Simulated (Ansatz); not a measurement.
`CCCCc1ccccc1` + `CO[SiH]` → `CC[Si]OC` + `CCc1ccccc1`  (formal exchange of groups at a C–C bond)

Program: Ansatz. Geometries: PBE0-D4/def2-TZVP. ΔE: electronic, gas phase. CCSD(T)/CBS adds triple-zeta CCSD(T) − MP2 to the extrapolated MP2 energy (def2 sets, frozen cores). Functionals use def2-TZVPP. B3LYP here is the variant with VWN-RPA as its local correlation; programs differ in this. Each species was taken in one conformer, which may not be the lowest.

```json
{"level": "r2SCAN-D4", "ΔE (kJ/mol)": "-34.4", "difference from CCSD(T)/CBS": "-5.2"}
{"level": "PBE0-D4", "ΔE (kJ/mol)": "-31.9", "difference from CCSD(T)/CBS": "-2.7"}
{"level": "B3LYP-D4", "ΔE (kJ/mol)": "-32.4", "difference from CCSD(T)/CBS": "-3.2"}
{"level": "ωB97X-V", "ΔE (kJ/mol)": "-27.6", "difference from CCSD(T)/CBS": "1.6"}
{"level": "ωB97M-V", "ΔE (kJ/mol)": "-30.1", "difference from CCSD(T)/CBS": "-0.9"}
{"level": "B2PLYP", "ΔE (kJ/mol)": "-29.9", "difference from CCSD(T)/CBS": "-0.7"}
{"level": "PBE0", "ΔE (kJ/mol)": "-31.4", "difference from CCSD(T)/CBS": "-2.2"}
{"level": "HF/def2-TZVPP", "ΔE (kJ/mol)": "-21.6", "difference from CCSD(T)/CBS": "7.6"}
{"level": "MP2/def2-TZVPP", "ΔE (kJ/mol)": "-29.0", "difference from CCSD(T)/CBS": "0.2"}
{"level": "SCS-MP2/def2-TZVPP", "ΔE (kJ/mol)": "-25.7", "difference from CCSD(T)/CBS": "3.5"}
{"level": "CCSD(T)/def2-TZVPP", "ΔE (kJ/mol)": "-26.4", "difference from CCSD(T)/CBS": "2.8"}
{"level": "HF/def2-QZVPP", "ΔE (kJ/mol)": "-21.9", "difference from CCSD(T)/CBS": "7.3"}
{"level": "MP2/def2-QZVPP", "ΔE (kJ/mol)": "-30.7", "difference from CCSD(T)/CBS": "-1.5"}
{"level": "HF/CBS(def2)", "ΔE (kJ/mol)": "-21.9", "difference from CCSD(T)/CBS": "7.3"}
{"level": "MP2/CBS(def2)", "ΔE (kJ/mol)": "-31.8", "difference from CCSD(T)/CBS": "-2.6"}
{"level": "CCSD/CBS(def2)", "ΔE (kJ/mol)": "-27.9", "difference from CCSD(T)/CBS": "1.3"}
{"level": "CCSD(T)/CBS", "ΔE (kJ/mol)": "-29.2", "difference from CCSD(T)/CBS": "0"}
```

Largest T1 diagnostic among the species: 0.015.

In def2-TZVPP, CCSD(T) changes the Hartree–Fock value by −4.8 kJ/mol (the triples alone add −1.3 kJ/mol) and MP2 by −7.4 kJ/mol.
